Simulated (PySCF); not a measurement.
A structure optimised at ωB97X-D3(BJ)/def2-SVP, used in a PySCF frequency run:

```xyz
10

Mg     0.0000     0.0000     0.5496
Si     0.0000     0.0000     3.0869
H     -0.8236    -1.1151     3.6561
H     -0.5539     1.2708     3.6561
H      1.3775    -0.1557     3.6561
O      0.0000     0.0000    -1.2524
Si     0.0000     0.0000    -2.8894
H     -1.1777     0.7464    -3.4365
H     -0.0575    -1.3932    -3.4365
H      1.2353     0.6468    -3.4365
```

Write its SMILES, formula and point group.

[SiH3][O][Mg][SiH3], H6MgOSi2, C3

What are its rotational constants (standard atomic weights)?

43.230, 0.81975, 0.81975 GHz
